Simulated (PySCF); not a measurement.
Geometry:
```tsv
atom	x (Å)	y (Å)	z (Å)
Si1	1.147	1.393	0.796
H2	1.179	1.394	2.292
H3	2.554	1.402	0.282
C4	0.237	2.916	0.176
H5	0.720	3.842	0.523
H6	-0.804	2.913	0.536
H7	0.214	2.930	-0.925
C8	0.299	-0.181	0.211
C9	0.596	-0.735	-1.044
C10	-0.067	-1.871	-1.504
C11	-1.042	-2.477	-0.713
C12	-1.349	-1.944	0.538
C13	-0.683	-0.807	0.993
H14	1.364	-0.275	-1.674
H15	0.181	-2.289	-2.484
H16	-1.561	-3.370	-1.071
H17	-2.110	-2.419	1.163
H18	-0.931	-0.405	1.981
```

Non-relativistic, one averaged value for each set of equivalent atoms, one computed conformer, no solvent. PBE0-D3(BJ)/def2-SVP structure; GIAO PBE0/pcSseg-1 shieldings; PySCF.

References, each an isolated molecule treated in the same way: TMS for ¹³C and ¹H and ²⁹Si.

```csv
atoms,nucleus,count,Hirshfeld charge,δ (ppm)
C8,¹³C,1,-0.10,140.0
H2/H3,¹H,2,-0.08,4.67
C4,¹³C,1,-0.21,-3.0
H14/H18,¹H,2,0.05,7.71
C9/C13,¹³C,2,-0.05,?
Si1,²⁹Si,1,0.34,-33.1
H16,¹H,1,0.05,7.47
C10/C12,¹³C,2,-0.05,?
C11,¹³C,1,-0.05,?
H15/H17,¹H,2,0.05,7.46
H5/H6/H7,¹H,3,0.04,0.31
```

Task: Complete the table.

Result: 
- C9/C13: 141.2 ppm, carbon bonded to 2 C, H
- C11: 135.1 ppm, carbon bonded to 2 C, H
- C10/C12: 133.5 ppm, carbon bonded to 2 C, H

Shifts are as computed. Against solution values, carbons near 30 ppm lie about +2 ppm off and those near 130 ppm about +5 ppm. Of 1211 compounds with measured shifts, 218 miss one by over three times the rms of a fit or turn the order of signals round; such compounds aren't used in these exercises.
